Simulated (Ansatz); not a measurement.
Reaction (redistribution): `C[NH][AlH2]` + `[CH3][GeH]([F])[Cl]` → `C[NH][AlH][F]` + `[CH3][GeH2][Cl]`

Computed with Ansatz on PBE0-D4/def2-TZVP structures; ΔE is electronic, products minus reactants. CBS: MP2 limit from def2 TZ/QZ plus the TZ coupled-cluster correction, frozen cores. Functionals use def2-TZVPP. B3LYP here is the variant with VWN-RPA as its local correlation; programs differ in this. HSE06 is defined as in plane-wave codes. For Ge outer-core shells are correlated without core-valence functions, which leaves a few kJ/mol of doubt a bond. Scalar relativity is left out up to krypton. One conformer a species, not always the lowest.

`C[NH][AlH2]`:

Z-matrix (Å, degrees):
```
C
N 1 1.447
H 1 1.097 2 112.3
H 1 1.097 2 112.4 3 121.5
H 1 1.093 2 109.8 3 -119.2
Al 2 1.767 1 128.6 3 119.4
H 2 1.010 1 111.9 3 -60.6
H 6 1.584 2 117.5 1 179.9
H 6 1.584 2 117.5 1 0.1
```

`[CH3][GeH]([F])[Cl]`:

Z-matrix (Å, degrees):
```
C
Ge 1 1.926
H 1 1.090 2 110.0
H 1 1.091 2 109.7 3 120.4
H 1 1.090 2 109.0 3 -119.8
F 2 1.735 1 107.6 3 177.3
Cl 2 2.143 1 109.9 3 62.8
H 2 1.532 1 118.5 3 -62.1
```

`C[NH][AlH][F]`:

Z-matrix (Å, degrees):
```
C
N 1 1.448
H 1 1.096 2 112.3
H 1 1.093 2 110.0 3 119.1
H 1 1.096 2 112.3 3 -121.7
Al 2 1.758 1 127.2 3 -119.0
H 2 1.009 1 112.3 3 61.0
F 6 1.652 2 117.9 1 -180.0
H 6 1.571 2 122.1 1 0.0
```

`[CH3][GeH2][Cl]`:

```xyz
8

C     0.149   -0.373   -0.987
Ge   -0.035    0.159    0.869
Cl   -1.102    2.042    0.904
H     0.706    0.387   -1.536
H    -0.837   -0.487   -1.439
H     0.683   -1.322   -1.051
H     1.317    0.420    1.550
H    -0.881   -0.826    1.690
```

```
             level  ΔE (kJ/mol)  difference from CCSD(T)/CBS
           BLYP-D4       -111.4                          9.6
         r2SCAN-D4       -114.7                          6.3
            B97M-V       -104.3                         16.7
          B3LYP-D4       -115.1                          5.9
        r2SCANh-D4       -116.1                          4.9
          BHLYP-D4       -117.7                          3.3
           ωB97M-V       -114.6                          6.4
               PBE       -110.6                         10.4
            r2SCAN       -114.9                          6.1
             B3LYP       -116.3                          4.7
           r2SCAN0       -118.0                          3.0
             HSE06       -114.2                          6.8
             BHLYP       -118.7                          2.3
RPA@PBE/def2-TZVPP       -113.3                          7.7
  CCSD(T)/def2-SVP       -110.9                         10.1
SCS-MP2/def2-TZVPP       -117.6                          3.4
       CCSD(T)/CBS       -121.0                            0
```

Largest T1 diagnostic among the species: 0.012.

From BLYP to BHLYP (50 % exact exchange), in def2-TZVPP and without D4, ΔE moves by −5.6 kJ/mol. Leaving LDA and LC-ωPBE aside and taking each functional with its dispersion term where it has one, the values, not all of them listed here, spread over 13.5 kJ/mol, from r2SCAN0-D4 to B97M-V.
